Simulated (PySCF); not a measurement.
**Zr+: excitation energy**

Zr+ [Kr] 4d2 5s1 (4F) → Zr+ [Kr] 4d1 5s1 5p1 (high-spin determinant), as a difference of total energies. Calculation: PySCF 2.14, in aug-cc-pwCVTZ-PP with ECP28MDF (8s8p7d4f3g, 122 functions); scalar relativity through the core potential. Correlated levels: valence: 4s2 4p6 frozen; valence and next inner shell: nothing frozen outside the core potential. The calculations carry no spin-orbit coupling.

```tsv
method	excitation energy (eV)
UHF	4.258
LDA	4.637
PBE	4.674
PBE0	4.628
r2SCAN	4.757
HSE06	4.635
TPSSh	4.652
MP2 (valence)	4.312
SCS-MP2 (valence)	4.276
MP2 (valence and next inner shell)	4.451
SCS-MP2 (valence and next inner shell)	4.438
```

Problem. How much does correlation contribute at MP2 (valence and next inner shell)?

Solution. 4.451 − (4.258) = 0.193 eV, measured against UHF.

The determinant of the upper state mixes LS terms, which raises its energy above the lowest term, most at the Hartree-Fock and MP2 levels.
